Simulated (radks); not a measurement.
Q: Species: Sc2+. Configuration: [Ar] 3d1. Calculated with a radial shooting solver on a logarithmic mesh with Libxc functionals: non-relativistic Kohn-Sham, PBE, spin-polarised, spherical densities, point nucleus; open shells are filled with parallel spins first; hard spherical wall at 8 bohr. Some entries of the table are withheld. Estimate them.

orbital,occ.,eigenvalue (hartree),<1/r> (bohr^-1)
1s down,1,-161.1989,20.53
1s up,1,-161.1985,20.53
2s up,1,-17.82531,4.249
2s down,1,-17.81613,4.251
2p up,3,-14.81802,4.182
2p down,3,-14.81101,4.184
3s up,1,-2.57823,1.294
3s down,1,-2.54467,1.295
3p up,3,-1.81186,1.173
3p down,3,-1.77817,1.173
3d up,1,-0.67695,0.8456
3d down,0,-0.64390,0.8445
4s up,0,(1),0.4283
4s down,0,(2),0.4322
4p up,0,-0.43727,0.3711
4d up,0,-0.21642,0.3240

A: 
(1) 4s up eigenvalue (hartree): -0.58935
(2) 4s down eigenvalue (hartree): -0.55813
